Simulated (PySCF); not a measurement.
Computed Raman spectrum (relative Raman activity) of a molecule C3H3BrF2. Geometry: PBE0-D3(BJ)/def2-SVP. One conformer was computed; it need not be the lowest. Level of theory: PBE0-D3(BJ)/def2-SVP in PySCF. Frequencies are harmonic and unscaled.

Lines under 2 % of the strongest are left out, and lines within 2 cm⁻¹ are merged.

ν (cm⁻¹): 215 (vw), 318 (w), 773 (w), 855 (w), 934 (vw), 1020 (vw), 1105 (vw), 1152 (w), 1192 (w), 1269 (w), 1512 (vw), 3185 (m), 3191 (vs), 3212 (s) (against the strongest line: vs over 80 %, s over 45 %, m over 15 %, w over 4 %, vw less)

### Question
Identify the compound among the candidates.
A) F[C@H]1C[C@]1(F)Br
B) F[C@@H]1[C@H](F)[C@H]1Br
C) FC(F)/C=C\Br
D) FC1(F)C[C@@H]1Br

### Answer
B, F[C@@H]1[C@H](F)[C@H]1Br
